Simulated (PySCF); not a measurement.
Highest occupied level (eV) of eight silicon and germanium compounds: PBE beside r2SCAN, computed with PySCF for isolated molecules in the bases named; differences from unrounded values. The eight are the first of their class met in an unordered collection, after screening for sound electronic states; none was chosen by its value. Each molecule has one DFT geometry for both levels.

| molecule | basis | r2SCAN | PBE | difference |
|---|---|---|---|---|
| C3H7FOSi, SMILES C[C@@H](F)[SiH2]C=O | def2-TZVP | -5.83 | -5.55 | 0.27 |
| CH₈O₂Si₂, SMILES C[Si](O)(O)[SiH3] | def2-TZVP | -6.59 | -6.32 | 0.27 |
| Si(H)(SeH)3 (H4Se3Si), SMILES [SeH][SiH]([SeH])[SeH] | def2-TZVP | -6.27 | (withheld) | (withheld) |
| Si(Me)2(OH)(SH) (C2H8OSSi), SMILES [Si](C)(C)(S)O | def2-TZVP | -6.33 | -6.04 | 0.29 |
| C4H8OSi, SMILES C1C/C(O1)=C\[SiH3] | def2-TZVP | -5.69 | -5.48 | 0.21 |
| C3H8O2Si, SMILES [C@H]1([Si@H](CO1)O)C | def2-TZVP | -5.85 | (withheld) | (withheld) |
| Si(Cl)(F)(SeH)2 (ClFH2Se2Si), SMILES F[Si](Cl)([SeH])[SeH] | def2-TZVP | -6.66 | -6.36 | 0.30 |
| Si(F)3(Et) (C₂H₅F₃Si), SMILES CC[Si](F)(F)F | def2-TZVP | -8.46 | (withheld) | (withheld) |

Q: Some entries are withheld; supply them. (Estimate from the structure and the level; the computed values follow.)

A: 
- Si(H)(SeH)3 (H4Se3Si), SMILES [SeH][SiH]([SeH])[SeH], PBE: -5.98
- Si(H)(SeH)3 (H4Se3Si), SMILES [SeH][SiH]([SeH])[SeH], difference: 0.29
- Si(F)3(Et) (C₂H₅F₃Si), SMILES CC[Si](F)(F)F, PBE: -8.15
- Si(F)3(Et) (C₂H₅F₃Si), SMILES CC[Si](F)(F)F, difference: 0.31
- C3H8O2Si, SMILES [C@H]1([Si@H](CO1)O)C, PBE: -5.59
- C3H8O2Si, SMILES [C@H]1([Si@H](CO1)O)C, difference: 0.27

PBE lies below r2SCAN in 0 and above it in 8 of the eight; the mean signed difference is 0.28 and the largest 0.31 eV.
